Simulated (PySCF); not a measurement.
BrH5N2OSi. Atoms are numbered in the order given.

```xyz
10

N     -1.2491     1.6702     0.7811
Si    -0.1216     0.4010     0.7466
N      1.4218     1.0462     1.0774
O     -0.7727    -0.7454     1.7509
Br     0.1904    -0.6634    -1.2232
H     -1.0530     2.5462     0.3139
H     -2.2400     1.4736     0.8496
H      2.2622     0.6123     0.7177
H      1.5834     1.5764     1.9260
H     -0.5424    -1.6537     1.5352
```

The structure is a stationary point at PBE0-D3(BJ)/def2-SVP. This is a generated structure with no PubChem entry under its InChIKey; it may be hypothetical. One conformer was computed; it need not be the lowest.

Calculation: PySCF with PBE/pcSseg-1.

GIAO shieldings, no solvent; atoms listed in one row are averaged. δ = σ(ref) − σ: ¹⁵N against NH3 (σ = 267.0 ppm); ²⁹Si against TMS (σ = 335.4 ppm); ¹⁷O against H2O (σ = 334.3 ppm); ¹H against TMS (σ = 31.49 ppm), references at their B3LYP-D3(BJ)/def2-TZVP geometries, non-relativistic (without spin–orbit terms, shifts of atoms bonded to Cl or Br come out too high).

Computed chemical shifts:
| nucleus | atoms | count | δ (ppm) |
|---|---|---|---|
| ¹⁵N | N3 | 1 | 48.3 |
| ¹⁵N | N1 | 1 | 42.9 |
| ²⁹Si | Si2 | 1 | -27.6 |
| ¹⁷O | O4 | 1 | 103.7 |
| ¹H | H10 | 1 | 1.97 |
| ¹H | H7 | 1 | 1.34 |
| ¹H | H8, H9 | 2 | 1.24 |
| ¹H | H6 | 1 | 1.16 |
